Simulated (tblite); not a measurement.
C6H7S2 (doublet state).
Structure used (GFN2-xTB), in Å, numbered top down from 1:
```
atom  x, y, z in Å
C1    -2.7026   -1.2031    0.3526
C2    -1.6669   -0.3601    0.1376
C3    -1.6888    1.0275   -0.1417
C4    -0.4404    1.5864   -0.3110
C5     0.5985    0.6804   -0.1745
S6     2.2811    1.0795   -0.3347
C7     3.0652   -0.5236   -0.0118
S8     0.0138   -0.9218    0.1751
H9    -2.5514   -2.2462    0.5580
H10   -3.7131   -0.8384    0.3194
H11   -2.6141    1.5695   -0.2073
H12   -0.2591    2.6241   -0.5276
H13    4.1359   -0.3612   -0.0824
H14    2.7974   -0.8625    0.9846
H15    2.7402   -1.2426   -0.7582
```

Calculated harmonic vibrations of the isolated species, GFN2-xTB (tblite), most abundant isotopes, no scaling. Errors from tens to a few hundred cm⁻¹ against measured bands are possible. One conformer, not necessarily the lowest. Open shells enter through the occupations alone, without spin polarisation, and single modes of such species can be off by tens of per cent.

Harmonic wavenumbers (cm⁻¹): 33.7, 102.0, 151.4, 163.0, 250.0, 270.2, 344.9, 381.2, 420.7, 516.7, 567.7, 594.5, 650.6, 713.2, 733.6, 745.5, 758.7, 836.6, 933.3, 940.4, 951.1, 985.6, 1098.2, 1160.1, 1226.3, 1316.3, 1363.9, 1413.8, 1423.6, 1437.0, 1437.6, 1542.2, 3032.7, 3036.9, 3061.8, 3122.4, 3128.1, 3141.6, 3160.3.

A = 3556, B = 991.1, C = 779.0 MHz; mass 142.999 u (most abundant isotopes); point group Cs, symmetry number 1; spin multiplicity 2.

**Question.** Zero-point energy?

**Answer.** Half the sum of the wavenumbers: 23574 cm⁻¹ = 282.00 kJ/mol.

**Question.** Entropy at 400 K, 1 bar (ideal gas, RRHO, classical rotation)?

**Answer.** Translation 176.86, rotation 125.63, vibration 140.52, spin (R ln 2) 5.76: S = 448.8 J/(mol K).

**Question.** And Cp and H(400 K) − H(0)?

**Answer.** Cp = 179.30 J/(mol K), of which vibrations give 146.05 (their classical limit is 39 R = 324.3); H(400 K) − H(0) = 42.86 kJ/mol without the zero-point energy, 29.56 from vibrations.

**Question.** What must be added to the electronic energy to get the Gibbs energy at 400 K and 1 bar?

**Answer.** ZPE + [H(400 K) − H(0)] − T·S = 282.00 + 42.86 − 179.51 = 145.35 kJ/mol.

**Question.** How do the functions run with temperature in this model?

**Answer.** 
| T (K) | S (J/(mol K)) | Cp (J/(mol K)) | H − H(0) (kJ/mol) | G − H(0) (kJ/mol) | ln q(vib) |
| --- | --- | --- | --- | --- | --- |
| 50 | 250.9 | 49.6 | 2.02 | -10.52 | 0.55 |
| 100 | 291.3 | 69.2 | 5.00 | -24.14 | 1.50 |
| 298.15 | 401.2 | 145.3 | 26.27 | -93.33 | 5.75 |
| 373.15 | 436.6 | 171.0 | 38.16 | -124.76 | 7.42 |
| 500 | 491.8 | 206.0 | 62.18 | -183.71 | 10.22 |
| 750 | 584.7 | 251.5 | 119.87 | -318.67 | 15.51 |
| 1000 | 661.2 | 279.9 | 186.54 | -474.70 | 20.35 |

q(vib) and H(0) count from the zero-point level.

Hindered rotation and anharmonicity are outside this model. Other conformers, if any are populated, would add a mixing term that is left out.
